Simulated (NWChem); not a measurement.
Program: NWChem. System: H₄AlN, charge 0, spin multiplicity 1, at a geometry optimised with PBE0/def2-SVP. The structure started from a generated list of species. Level: G0W0@PBE0/def2-QZVP, RI basis def2-qzvp-rifit.

Input file:

```
start mol
memory heap 200 mb stack 700 mb global 1700 mb
geometry units angstroms nocenter noautoz
  Al     0.000000     0.000000    -0.651695
  H     -1.403871     0.000000    -1.393270
  H      1.403871     0.000000    -1.393270
  N      0.000000     0.000000     1.121274
  H      0.829606     0.000000     1.704828
  H     -0.829606     0.000000     1.704828
  symmetry group C2v
end
basis spherical
  * library def2-qzvp
end
basis "ri basis" bse spherical
  * library def2-qzvp-rifit
end
dft
  xc pbe0
  iterations 100
  direct
  tolerances tight
end
task dft energy
gw
  method cdgw
  states alpha occ 4 vir 2
end
task dft gw
```

Output (cleaned and shortened):

```
             Northwest Computational Chemistry Package (NWChem) 7.3.0
             --------------------------------------------------------

                                NWChem Input Module
                                -------------------

 Scaling coordinates for geometry "geometry" by  1.889725989
 (inverse scale =  0.529177249)

 Turning off AUTOSYM since
 SYMMETRY directive was detected!

                             Geometry "geometry" -> ""
                             -------------------------

 Output coordinates in angstroms (scale by  1.889725989 to convert to a.u.)

  No.       Tag          Charge          X              Y              Z
 ---- ---------------- ---------- -------------- -------------- --------------
    1 Al                  13.0000     0.00000000     0.00000000    -0.65169500
    2 H                    1.0000    -1.40387100     0.00000000    -1.39327000
    3 H                    1.0000     1.40387100     0.00000000    -1.39327000
    4 N                    7.0000     0.00000000     0.00000000     1.12127400
    5 H                    1.0000     0.82960600     0.00000000     1.70482800
    6 H                    1.0000    -0.82960600     0.00000000     1.70482800

 Effective nuclear repulsion energy (a.u.)      52.3307044257

            Nuclear Dipole moment (a.u.)
            ----------------------------
        X                 Y               Z
 ---------------- ---------------- ----------------
     0.0000000000     0.0000000000    -0.0000018897

      Symmetry information
      --------------------

 Group name             C2v
 Group number             16
 Group order               4
 No. of unique centers     4

      Symmetry unique atoms

     1    2    4    5


 Summary of "ao basis" -> "" (spherical)
 ------------------------------------------------------------------------------
       Tag                 Description            Shells   Functions and Types
 ---------------- ------------------------------  ------  ---------------------
 *                         def2-qzvp                  on all atoms

 new library libraries.bse/

 Summary of "ri basis" -> "" (spherical)
 ------------------------------------------------------------------------------
       Tag                 Description            Shells   Functions and Types
 ---------------- ------------------------------  ------  ---------------------
 *                      def2-qzvp-rifit               on all atoms

                                 NWChem DFT Module
                                 -----------------

 Summary of "ao basis" -> "ao basis" (spherical)
 ------------------------------------------------------------------------------
       Tag                 Description            Shells   Functions and Types
 ---------------- ------------------------------  ------  ---------------------
 Al                        def2-qzvp                22       70   9s6p4d2f1g
 H                         def2-qzvp                10       30   4s3p2d1f
 N                         def2-qzvp                17       57   7s4p3d2f1g

 Summary of "ao basis" -> "ao basis" (spherical)
 ------------------------------------------------------------------------------
       Tag                 Description            Shells   Functions and Types
 ---------------- ------------------------------  ------  ---------------------
 Al                        def2-qzvp                22       70   9s6p4d2f1g
 H                         def2-qzvp                10       30   4s3p2d1f
 N                         def2-qzvp                17       57   7s4p3d2f1g

      Symmetry analysis of basis
      --------------------------

        a1         94
        a2         35
        b1         69
        b2         49

            General Information
            -------------------
          SCF calculation type: DFT
          Wavefunction type:  closed shell.
          No. of atoms     :     6
          No. of electrons :    24
           Alpha electrons :    12
            Beta electrons :    12
          Charge           :     0
          Spin multiplicity:     1
          Use of symmetry is: on ; symmetry adaption is: on
          Maximum number of iterations: 100
          This is a Direct SCF calculation.
          AO basis - number of functions:   247
                     number of shells:    79
          Convergence on energy requested:  1.00D-06
          Convergence on density requested:  1.00D-05
          Convergence on gradient requested:  5.00D-04

              XC Information
              --------------
                         PBE0 Method XC Functional
                     Hartree-Fock (Exact) Exchange  0.250
          PerdewBurkeErnzerhof Exchange Functional  0.750
            Perdew 1991 LDA Correlation Functional  1.000 local
           PerdewBurkeErnz. Correlation Functional  1.000 non-local

             Grid Information
             ----------------
          Grid used for XC integration:  medium
          Radial quadrature: Mura-Knowles
          Angular quadrature: Lebedev.
          Tag              B.-S. Rad. Rad. Pts. Rad. Cut. Ang. Pts.
          ---              ---------- --------- --------- ---------
          Al                  1.25       88          10.0       590
          H                   0.35       45          11.0       434
          N                   0.65       49          10.0       434
          Grid pruning is: on
          Number of quadrature shells:   227
          Spatial weights used:  Erf1

          Convergence Information
          -----------------------
          Convergence aids based upon iterative change in
[...]
      Superposition of Atomic Density Guess
      -------------------------------------

 Sum of atomic energies:        -298.19423165

      Non-variational initial energy
      ------------------------------

 Total energy =    -298.732423
 1-e energy   =    -515.747746
 2-e energy   =     164.684619
 HOMO         =      -0.361259
 LUMO         =      -0.000761

      Symmetry analysis of molecular orbitals - initial
      -------------------------------------------------

  Numbering of irreducible representations:

     1 a1          2 a2          3 b1          4 b2

  Orbital symmetries:

     1 a1          2 a1          3 a1          4 a1          5 b1
     6 b2          7 a1          8 a1          9 b1         10 a1
    11 b2         12 b1         13 b2         14 a1         15 a1
    16 b1         17 a1         18 a1         19 b2         20 b1
    21 b1         22 a2

   convergence    iter        energy       DeltaE   RMS-Dens  Diis-err    time
 ---------------- ----- ----------------- --------- --------- ---------  ------
 d= 0,ls=0.0,diis     1   -299.4199831492 -3.52D+02  2.35D-03  1.21D+00    11.1
 d= 0,ls=0.0,diis     2   -299.3876712602  3.23D-02  1.61D-03  6.97D-01    18.3
 d= 0,ls=0.0,diis     3   -299.4403902113 -5.27D-02  5.39D-04  2.60D-01    25.6
 d= 0,ls=0.0,diis     4   -299.4668311570 -2.64D-02  4.91D-05  9.40D-04    32.6
 d= 0,ls=0.0,diis     5   -299.4669479038 -1.17D-04  7.64D-06  8.40D-06    39.6
 d= 0,ls=0.0,diis     6   -299.4669486983 -7.94D-07  1.68D-06  4.60D-07    46.6

         Total DFT energy =     -299.466948698307
      One electron energy =     -518.252872805783
           Coulomb energy =      193.340903436496
    Exchange-Corr. energy =      -26.885683754704
 Nuclear repulsion energy =       52.330704425684

 Numeric. integr. density =       24.000002662263

     Total iterative time =     45.1s

                  Occupations of the irreducible representations
                  ----------------------------------------------

                     irrep           alpha         beta
                     --------     --------     --------
                     a1                7.0          7.0
                     a2                0.0          0.0
                     b1                3.0          3.0
                     b2                2.0          2.0

                       DFT Final Molecular Orbital Analysis
                       ------------------------------------

 Vector   10  Occ=2.000000D+00  E=-3.553851D-01  Symmetry=a1
              MO Center= -2.2D-13, -5.4D-14, -6.5D-01, r^2= 3.0D+00
   Bfn.  Coefficient  Atom+Function         Bfn.  Coefficient  Atom+Function
  ----- ------------  ---------------      ----- ------------  ---------------
    21     -0.211115  1 Al pz                 8      0.202242  1 Al s
   140     -0.160552  4 N  pz                73      0.151396  2 H  s
   103      0.151396  3 H  s                143      0.147906  4 N  pz
   136     -0.137882  4 N  s                 12      0.135287  1 Al pz
   137     -0.118174  4 N  s                 24     -0.114529  1 Al pz

 Vector   11  Occ=2.000000D+00  E=-3.062453D-01  Symmetry=b1
              MO Center=  2.1D-13,  2.1D-16, -1.2D+00, r^2= 2.7D+00
   Bfn.  Coefficient  Atom+Function         Bfn.  Coefficient  Atom+Function
  ----- ------------  ---------------      ----- ------------  ---------------
    73     -0.227785  2 H  s                103      0.227785  3 H  s
    19      0.219732  1 Al px                22      0.161850  1 Al px
    10     -0.148449  1 Al px                72     -0.148784  2 H  s
   102      0.148784  3 H  s                 74     -0.106500  2 H  s
   104      0.106500  3 H  s                 71     -0.080452  2 H  s

 Vector   12  Occ=2.000000D+00  E=-2.788905D-01  Symmetry=b2
              MO Center= -1.8D-13, -1.4D-14,  1.0D+00, r^2= 1.2D+00
   Bfn.  Coefficient  Atom+Function         Bfn.  Coefficient  Atom+Function
  ----- ------------  ---------------      ----- ------------  ---------------
   139      0.289805  4 N  py               145     -0.290105  4 N  py
   142     -0.281337  4 N  py               148     -0.208088  4 N  py
    20     -0.105793  1 Al py                23     -0.071329  1 Al py
    11      0.067633  1 Al py                26     -0.032744  1 Al py
    34     -0.031971  1 Al d -1             199     -0.025707  5 H  py

 Vector   13  Occ=0.000000D+00  E=-2.760283D-02  Symmetry=b2
              MO Center=  4.2D-15, -2.2D-13, -8.7D-01, r^2= 5.1D+00
   Bfn.  Coefficient  Atom+Function         Bfn.  Coefficient  Atom+Function
  ----- ------------  ---------------      ----- ------------  ---------------
    26      0.508234  1 Al py                23      0.419403  1 Al py
    20      0.247024  1 Al py               148     -0.200360  4 N  py
    11     -0.148625  1 Al py               142     -0.109116  4 N  py
   139      0.104476  4 N  py               145     -0.088972  4 N  py
    44     -0.074310  1 Al d -1              34     -0.030494  1 Al d -1

 Vector   14  Occ=0.000000D+00  E= 6.075315D-03  Symmetry=a1
              MO Center=  1.8D-13,  1.0D-13,  4.4D-01, r^2= 8.3D+00
   Bfn.  Coefficient  Atom+Function         Bfn.  Coefficient  Atom+Function
  ----- ------------  ---------------      ----- ------------  ---------------
     8      1.003252  1 Al s                 27     -0.724992  1 Al pz
    24      0.667637  1 Al pz                 9     -0.568647  1 Al s
   149      0.470234  4 N  pz               191     -0.426898  5 H  s
   221     -0.426898  6 H  s                  7     -0.335261  1 Al s
   146      0.306205  4 N  pz                45      0.248665  1 Al d  0

 Vector   15  Occ=0.000000D+00  E= 4.283863D-02  Symmetry=a1
              MO Center= -5.9D-14,  1.4D-13, -1.6D+00, r^2= 5.8D+00
   Bfn.  Coefficient  Atom+Function         Bfn.  Coefficient  Atom+Function
  ----- ------------  ---------------      ----- ------------  ---------------
     9      2.021658  1 Al s                 74     -1.075547  2 H  s
   104     -1.075547  3 H  s                 27     -0.760229  1 Al pz
     8     -0.280091  1 Al s                  7      0.200587  1 Al s
    47     -0.185547  1 Al d  2              42     -0.181660  1 Al d  2
   190     -0.182190  5 H  s                220     -0.182190  6 H  s

 center of mass
 --------------
 x =   0.00000000 y =   0.00000000 z =  -0.05266125

 moments of inertia (a.u.)
 ------------------
         138.560344858602           0.000000000000           0.000000000000
           0.000000000000         157.700587899340           0.000000000000
           0.000000000000           0.000000000000          19.140243040737

     Multipole analysis of the density
     ---------------------------------

     L   x y z        total         alpha         beta         nuclear
     -   - - -        -----         -----         ----         -------
     0   0 0 0      0.000000    -12.000000    -12.000000     24.000000

     1   1 0 0     -0.000000     -0.000000     -0.000000      0.000000
     1   0 1 0      0.000000      0.000000      0.000000      0.000000
     1   0 0 1      0.455884      0.227943      0.227943     -0.000002

     2   2 0 0    -16.574711    -17.783172    -17.783172     18.991634
     2   1 1 0     -0.000000     -0.000000     -0.000000      0.000000
     2   1 0 1      0.000000      0.000000      0.000000      0.000000
     2   0 2 0    -14.770335     -7.385168     -7.385168      0.000000
     2   0 1 1      0.000000      0.000000      0.000000      0.000000
     2   0 0 2    -14.936715    -50.351930    -50.351930     85.767145

 Task  times  cpu:       46.7s     wall:       46.7s

                                NWChem Input Module
                                -------------------

                                 NWChem GW Module
                                 ----------------

                             ***********************
                             ***        GW       ***
                             ***********************

 Summary of "ri basis" -> "ri basis" (spherical)
 ------------------------------------------------------------------------------
       Tag                 Description            Shells   Functions and Types
 ---------------- ------------------------------  ------  ---------------------
 Al                     def2-qzvp-rifit             41      167   12s10p9d6f3g1h
 H                      def2-qzvp-rifit             16       56   6s4p3d2f1g
 N                      def2-qzvp-rifit             33      141   9s8p7d5f3g1h

                 Memory Information
                 ------------------
          Available GA per process is          1699.5 MBs
          Available stack per process is        700.0 MBs
          Available heap per process is           0.0 MBs

          Peak memory in Initialization
              Peak GA per process is                 17.0 MBs
              Peak stack per process is               0.8 MBs
              Peak heap per process is               17.4 MBs
              Memory not in MA per process            0.0 MBs

          Peak memory in CDGW Calculation
              Peak GA per process is                 21.4 MBs
              Peak stack per process is               4.3 MBs
              Peak heap per process is                5.1 MBs
              Memory not in MA per process            0.0 MBs

          Computing 2-center integrals
          Computing Inverse Cholesky factor
          Computing 3-center integrals
          Computing Vxc

          Computing Sigma_x
          Computing W(iw) on the imaginary grid
          Solving quasiparticle equations

                  Alpha Orbitals
          State     Energy (eV)     Error (eV)
          -----------------------------------
@GW         9        -14.771           0.002
@GW        10        -12.297           0.002
@GW        11        -11.058           0.002
@GW        12         -9.836           0.002
@GW        13          0.834           0.004
@GW        14          1.567           0.003

     GW Timing Statistics
   ------------------------
   Init.   :          0.2s
     ERIs  :          4.0s
     Distr.:          0.0s
     Vxc   :          6.2s
   Vmo     :          0.0s
   iW      :          4.3s
   I_n     :          0.0s
   R_n     :          0.2s
   GW total:         14.8s

 Task  times  cpu:       14.8s     wall:       14.8s

 Total times  cpu:       61.5s     wall:       61.5s
```
